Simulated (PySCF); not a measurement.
C₆H₉FOSi.
InChI=1S/C6H9FOSi/c1-2-5-9(7)6-3-4-8-9/h3-4,6H2,1H3/t9-/m0/s1

The closed-shell ground state was solved at several levels (PySCF, density fitting, gas phase, non-relativistic). The structure is a single PBE0-D3(BJ)/def2-SVP conformer in the gas phase; no vibrational or solvent corrections.

```json
{"level": "HF/pcSseg-1", "basis functions": "205", "total energy (Eh)": "-695.6796", "HOMO (eV)": "-10.63", "LUMO (eV)": "3.70", "gap (eV)": "14.33", "dipole (D)": "3.27"}
{"level": "PBE0/pcSseg-1", "basis functions": "205", "total energy (Eh)": "-698.0478", "HOMO (eV)": "-7.83", "LUMO (eV)": "-0.01", "gap (eV)": "7.82", "dipole (D)": "3.05"}
```

(1) Estimate the row for B3LYP/def2-SVPD, a basis of 262 functions; the other rows only guide the guess.

(2) Over all these levels, which gives the widest orbital gap and which the narrowest?

(3) How far do the dipole and the HOMO energy spread over the levels?

Answers

(1) Total energy -698.3323 Eh, HOMO -7.62 eV, LUMO -0.26 eV, gap 7.36 eV, dipole 3.01 D.

(2) HF/pcSseg-1 (Hartree–Fock, all exact exchange) has the widest, 14.33 eV, and B3LYP/def2-SVPD (global hybrid, 20 % exact exchange) the narrowest, 7.36 eV. Functional and basis both differ between the two, so the spread mixes both effects. The HOMO need not be the same orbital at Hartree–Fock and at DFT levels.

(3) The dipole runs from 3.01 to 3.27 D (mean 3.11 D) and the HOMO from -10.63 to -7.62 eV.
